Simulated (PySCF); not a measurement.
TaO2F, SMILES [O]=[Ta](=[O])[F], multiplicity 1.

The structure is a stationary point at B3LYP-D3(BJ)/def2-TZVP. The multiplicity is an assumed one; other spin states were not compared. The def2 effective core potentials stand for the cores of Ta; spin–orbit coupling is left out.

All values below come from B3LYP-D3(BJ)/def2-TZVP run with PySCF.

Frequencies are harmonic and unscaled.

| mode | ν (cm⁻¹) | IR (km/mol) | moving atoms (share of kinetic energy) |
|---|---|---|---|
| 1 | 188 | 43.7 | O 55 %, F 29 %, Ta 17 % |
| 2 | 228 | 4.4 | O 47 %, F 46 % |
| 3 | 331 | 5.6 | O 92 % |
| 4 | 649 | 117.0 | F 88 %, Ta 11 % |
| 5 | 926 | 213.1 | O 89 %, Ta 11 % |
| 6 | 990 | 45.8 | O 93 % |
